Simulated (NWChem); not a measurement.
Program: NWChem. System: C₃H₅NOSi, charge 0, spin multiplicity 1, at a geometry optimised with PBE/def2-SVP. The structure started from a generated list of species. Level: RHF/def2-SVP.

Input file:

```
start mol
memory heap 200 mb stack 800 mb global 1000 mb
geometry units angstroms nocenter noautoz
  C     -1.618505    -0.464889     0.000000
  C     -1.318076     0.873409     0.000000
  O     -0.084981     1.392199     0.000000
  Si     1.312835     0.336454     0.000000
  N      0.703750    -1.291199     0.000000
  C     -0.582584    -1.488047     0.000000
  H     -2.676075    -0.764245     0.000000
  H     -2.110029     1.645306     0.000000
  H      2.110504     0.664824    -1.227363
  H      2.110504     0.664824     1.227363
  H     -0.945998    -2.543109     0.000000
  symmetry group Cs
end
basis spherical
  * library def2-svp
end
scf
  rhf
  nopen 0
  maxiter 100
  thresh 1e-7
  semidirect memsize 60000000 filesize 0
end
task scf energy
```

Part of the output:

```
             Northwest Computational Chemistry Package (NWChem) 7.3.0
             --------------------------------------------------------

                                NWChem Input Module
                                -------------------

 Scaling coordinates for geometry "geometry" by  1.889725989
 (inverse scale =  0.529177249)

 Turning off AUTOSYM since
 SYMMETRY directive was detected!

                             Geometry "geometry" -> ""
                             -------------------------

 Output coordinates in angstroms (scale by  1.889725989 to convert to a.u.)

  No.       Tag          Charge          X              Y              Z
 ---- ---------------- ---------- -------------- -------------- --------------
    1 C                    6.0000    -1.61850500    -0.46488900     0.00000000
    2 C                    6.0000    -1.31807600     0.87340900     0.00000000
    3 O                    8.0000    -0.08498100     1.39219900     0.00000000
    4 Si                  14.0000     1.31283500     0.33645400     0.00000000
    5 N                    7.0000     0.70375000    -1.29119900     0.00000000
    6 C                    6.0000    -0.58258400    -1.48804700     0.00000000
    7 H                    1.0000    -2.67607500    -0.76424500     0.00000000
    8 H                    1.0000    -2.11002900     1.64530600     0.00000000
    9 H                    1.0000     2.11050400     0.66482400    -1.22736300
   10 H                    1.0000     2.11050400     0.66482400     1.22736300
   11 H                    1.0000    -0.94599800    -2.54310900     0.00000000

 Effective nuclear repulsion energy (a.u.)     281.4468046850

            Nuclear Dipole moment (a.u.)
            ----------------------------
        X                 Y               Z
 ---------------- ---------------- ----------------
     0.0000151178    -0.0000132281     0.0000000000

      Symmetry information
      --------------------

 Group name             Cs
 Group number              2
 Group order               2
 No. of unique centers    10

      Symmetry unique atoms
[...]
              MO Center= -6.1D-01, -3.9D-01, -8.3D-15, r^2= 3.5D+00
   Bfn.  Coefficient  Atom+Function         Bfn.  Coefficient  Atom+Function
  ----- ------------  ---------------      ----- ------------  ---------------
    23      0.503841   2 C  pz               83     -0.438456   6 C  pz
    69      0.373870   5 N  pz               20      0.341366   2 C  pz
    80     -0.308862   6 C  pz               37     -0.247863   3 O  pz
    66     -0.248710   5 N  pz                9     -0.209718   1 C  pz
    55      0.173539   4 Si pz               34     -0.166556   3 O  pz

 Vector   28  Occ=0.000000D+00  E= 1.699490D-01  Symmetry=a'
              MO Center=  1.5D+00,  3.4D-01, -8.2D-17, r^2= 4.0D+00
   Bfn.  Coefficient  Atom+Function         Bfn.  Coefficient  Atom+Function
  ----- ------------  ---------------      ----- ------------  ---------------
    53      0.930539   4 Si px               54     -0.917024   4 Si py
    31      0.670484   3 O  s                77      0.523909   6 C  s
    63     -0.415093   5 N  s                 3     -0.350116   1 C  s
   110     -0.261462  11 H  s                95      0.239070   8 H  s
   100     -0.215662   9 H  s               105     -0.215662  10 H  s

 Vector   29  Occ=0.000000D+00  E= 1.849721D-01  Symmetry=a'
              MO Center= -2.4D+00, -1.8D-01,  1.6D-17, r^2= 6.4D+00
   Bfn.  Coefficient  Atom+Function         Bfn.  Coefficient  Atom+Function
  ----- ------------  ---------------      ----- ------------  ---------------
    95      1.358579   8 H  s                90      1.332036   7 H  s
     3     -0.951739   1 C  s               110      0.922206  11 H  s
    17     -0.880919   2 C  s                77     -0.585720   6 C  s
     7      0.497205   1 C  px               21      0.437700   2 C  px
    22     -0.402847   2 C  py               82      0.375025   6 C  py

 center of mass
 --------------
 x =   0.02808597 y =   0.00593505 z =   0.00000000

 moments of inertia (a.u.)
 ------------------
         391.369669327622         -25.600643923579           0.000000000000
         -25.600643923579         486.466479669530           0.000000000000
           0.000000000000           0.000000000000         856.149680087064

  Mulliken analysis of the total density
  --------------------------------------

    Atom       Charge   Shell Charges
 -----------   ------   -------------------------------------------------------
    1 C    6     6.31   1.99  0.86  0.32  2.06  1.04  0.04
    2 C    6     5.63   1.99  0.90  0.17  1.88  0.61  0.08
    3 O    8     8.66   1.99  1.05  0.76  2.86  1.99  0.01
    4 Si  14    12.94   2.00  1.99  0.90  0.06  5.94  1.12  0.57  0.35
    5 N    7     7.57   1.99  1.00  0.61  2.32  1.64  0.02
    6 C    6     5.77   1.99  0.91  0.19  1.91  0.69  0.08
    7 H    1     0.94   0.74  0.17  0.03
    8 H    1     0.92   0.75  0.15  0.02
    9 H    1     1.16   0.75  0.40  0.01
   10 H    1     1.16   0.75  0.40  0.01
   11 H    1     0.94   0.75  0.16  0.02

       Multipole analysis of the density wrt the origin
       ------------------------------------------------

     L   x y z        total         open         nuclear
     -   - - -        -----         ----         -------
     0   0 0 0     -0.000000      0.000000     52.000000

     1   1 0 0     -0.799553      0.000000      0.000015
     1   0 1 0      0.232058      0.000000     -0.000013
     1   0 0 1     -0.000000      0.000000      0.000000

     2   2 0 0    -29.094364      0.000000    275.860471
     2   1 1 0      1.613461      0.000000     19.536982
     2   1 0 1     -0.000000      0.000000      0.000000
     2   0 2 0    -33.494042      0.000000    209.131910
     2   0 1 1     -0.000000      0.000000      0.000000
     2   0 0 2    -33.398600      0.000000     10.759045

 Task  times  cpu:        4.7s     wall:        4.7s

 Total times  cpu:        4.7s     wall:        4.7s
```
